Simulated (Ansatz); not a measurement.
Cartesian coordinates in Å:
```
N 0.554 -0.497 -0.314
Cu -0.776 0.695 0.440
Cl -2.202 1.976 1.249
H 1.472 -0.066 -0.328
H 0.324 -0.754 -1.269
H 0.629 -1.356 0.222
```

The species carries charge 0 and has multiplicity 1.

Q: List the PBE/def2-TZVPP orbital energies in eV (Ansatz). (Best estimate.)

A: The calculation gave: Occupied: -8748.53, -2736.79, -1041.61, -913.51, -913.43, -913.43, -382.83, -247.32, -187.99, -187.87, -187.87, -111.72, -72.00, -71.76, -71.76, -23.83, -17.86, -13.86, -13.86, -10.56, -7.41, -6.60, -6.60, -5.63, -5.63, -5.36, -5.06, -5.06. Lowest empty: -1.62, 0.57, 0.66, 0.66, 1.02, 1.03, 2.66, 4.17.
